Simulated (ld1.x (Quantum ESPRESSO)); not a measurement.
**titanium (Ti): one change to an ultrasoft potential, before and after**

ld1.x (Quantum ESPRESSO) 7.5 input, shortened:

```
&input
   title='Ti', zed=22., rel=1, dft='PBE', iswitch=3,
   config='[Ar] 3d2 4s1.75 4p0.25'
 /
 &inputp
   pseudotype=3, tm=.true., lloc=-2, rcloc=2.40,
   nlcc=.true., new_core_ps=.true.,
   which_augfun='PSQ', rmatch_augfun=1.40
 /
6
4S  1  0   1.75   0.00  2.65  2.95  0.0
4S  1  0   0.00   4.20  2.65  2.95  0.0
3P  2  1   6.00   0.00  1.50  1.70  0.0
4P  3  1   0.25   0.00  1.50  1.70  0.0
3D  3  2   2.00   0.00  2.20  2.45  0.0
3D  3  2   0.00   0.10  2.20  2.45  0.0
 &test
   configts(1)='3p6 3d2 4s1.75 4p0.25'
 /
```

All-electron outer shells of the reference configuration (PBE, scalar-relativistic, ld1.x):

```csv
shell,level (eV),outermost node (bohr),outermost maximum (bohr)
2p,-444.60,–,0.22
3s,-62.98,0.40,0.87
3p,-39.21,0.37,0.90
4s,-4.67,1.24,2.92
3d,-4.58,–,0.98
4p,-1.63,1.39,3.80
```

Change: waves 3p (bound): rcut 1.50, rcutus 1.78 bohr; 4p (bound): rcut 1.50, rcutus 1.78 bohr.

Cutoffs: the cutoffs (Ry, on a coarse ladder) from which the occupation-weighted sum of valence levels, in a spherical-Bessel basis at the reference potential, stays within 10 and 1 mRy of its value at 400 Ry; they do not see the model core or the augmentation charge, which bear on the density cutoff. Errors are all-electron minus pseudo energies relative to the spin-unpolarised reference configuration.

Question: Predict the effect on cutoff, ghosts and configuration errors.

Answer: The potential gets softer (30 Ry and 50 Ry → 25 Ry and 45 Ry); the number of tests that count goes from 7 to 6; of the 6 tests that both files solve, the error grows in 5 and shrinks in 0 by more than 15 % and 0.3 meV (median size 1.2 → 2.8 meV); neither file shows a bound ghost at the reference potential, the only one tested. A larger radius leaves more room for a smooth pseudo-wave, so fewer plane waves are needed. More of the atom is replaced by a form fitted at one configuration, so other configurations suffer.

| quantity | base | changed |
| --- | --- | --- |
| cutoff, loose | 30 Ry | 25 Ry |
| cutoff, tight | 50 Ry | 45 Ry |
| bound ghosts | none | none |
| tests counted (converged, no solver errors) | 7 of 7 | 6 of 7 |
| error for 3p6 3d2 4s2 4p0, meV [ΔE -0.75 eV] | -0.3 | -2.9 |
| error for 3p6 3d2 4s1 4p0, meV [ΔE 6.59 eV] | +0.3 | -1.7 |
| error for 3p6 3d2 4s0 4p0, meV [ΔE 20.16 eV] | -2.1 | -2.1 |
| error for 3p6 3d2.5 4s1.5 4p0, meV [ΔE -0.40 eV] | -2.8 | -6.1 |
| error for 3p6 3d2 4s1.5 4p0, meV [ΔE 2.18 eV] | -0.2 | -2.7 |
| error for 3p6 3d1 4s2 4p1, meV [ΔE 3.92 eV] | -30 | -128 |
| s: phases at 3.21 bohr within 0.05 rad from the reference energy up to (Ry; the scan ends near 5) | n/a | n/a |
| p: phases at 3.21 bohr within 0.05 rad from the reference energy up to (Ry; the scan ends near 5) | 3.6 | 3.6 |
| d: phases at 3.21 bohr within 0.05 rad from the reference energy up to (Ry; the scan ends near 5) | 4.1 | 4.1 |
| lowest overlap eigenvalue by channel | s 0.07, p 0.16, d 1.00 | s 0.07, p 0.12, d 1.00 |

Changed file: Tests not counted: 3p6 3d1 4s2 4p0 (solver errors, printed error -681 eV).
